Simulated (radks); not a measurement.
All-electron atom: Cd10+ in [Kr] 4d2. Calculated with a radial shooting solver on a logarithmic mesh with Libxc functionals: Dirac Kohn-Sham, PBE, spin-unpolarised, spherical densities, point nucleus; open shells are shared between the two j in proportion to 2j + 1.

X-ray form factor f0, the Fourier transform of the density (f0(0) = 38):

sin(theta)/lambda (1/angstrom),f0 (electrons)
0.05,37.788
0.1,37.167
0.15,36.179
0.2,34.891
0.25,33.381
0.3,31.732
0.4,28.327
0.5,25.160
0.6,22.465
0.8,18.466
1,15.574
1.25,12.561
1.5,10.047
2,6.869
